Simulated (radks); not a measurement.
The numbers below are computed, except where a source is named.
Excited configurations of neutral xenon: one electron is placed in a higher orbital outside [Kr] 4d10 5s2 5p5. The ground configuration is [Xe]. Code: a radial shooting solver on a logarithmic mesh with Libxc functionals. Model: Dirac Kohn-Sham, LDA (Slater exchange, Perdew-Wang correlation), spin-unpolarised, spherical densities, finite nucleus; open shells fill j = l - 1/2 first; Fermi nuclear charge, rms radius 4.7859 fm. Excitation = E - E(ground); binding = E(ion) - E, where the ion is the core of charge +1; n* = 1/sqrt(2 binding) in atomic units, and the quantum defect is n - n*.

[
 {"outer orbital": "6s1/2", "excitation (eV)": "8.406", "binding (eV)": "3.852", "quantum defect": "4.121", "<r> (bohr)": "5.746"},
 {"outer orbital": "6p1/2", "excitation (eV)": "9.743", "binding (eV)": "2.515", "quantum defect": "3.674", "<r> (bohr)": "7.674"},
 {"outer orbital": "6d3/2", "excitation (eV)": "10.968", "binding (eV)": "1.290", "quantum defect": "2.753", "<r> (bohr)": "14.08"},
 {"outer orbital": "7s1/2", "excitation (eV)": "10.517", "binding (eV)": "1.741", "quantum defect": "4.205", "<r> (bohr)": "12.57"},
 {"outer orbital": "7p1/2", "excitation (eV)": "10.930", "binding (eV)": "1.327", "quantum defect": "3.798", "<r> (bohr)": "15.68"},
 {"outer orbital": "7d3/2", "excitation (eV)": "11.449", "binding (eV)": "0.809", "quantum defect": "2.900", "<r> (bohr)": "24.81"}
]

The Delta-SCF ionisation energy is 12.258 eV (NIST Atomic Spectra Database: 12.130 eV, measured). Self-interaction in the functional shifts the binding energies and quantum defects, so they are the method's values and not measured ones. Spin polarisation and multiplet splitting are left out, so open shells lie too high by an amount that depends on their filling.

Beside tabulated values, note that spin-unpolarised runs miss the spin-polarisation part of the exchange energy of open shells.
